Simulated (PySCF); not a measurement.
C3H9OSi, SMILES C[Si](C)(C)[O], multiplicity 2.

Coordinates come from a PBE0-D3(BJ)/def2-SVP optimisation. The isomer is the one that the SMILES or the coordinates give; other isomers of the formula were not compared.

Method: PBE/def2-TZVP (PySCF).

Isolated molecule, no solvent.

```yaml
total_energy: -484.13382 hartree
point_group: Cs
"α spin, highest occupied and lowest empty level": -6.59 and 0.04 eV
"β spin, highest occupied and lowest empty level": -6.21 and -5.59 eV
dipole_moment: 0.557 e·Å
quadrupole, principal values (traceless, Buckingham form, about the centre of nuclear charge): -6.40, 1.74, 4.66 D·Å
mean_static_polarisability: 74.0 bohr³ (10.97 Å³)
polarisability_principal_values: 67.9, 73.8, 80.4 bohr³
"⟨S²⟩": 0.753 (pure state 0.75)
```
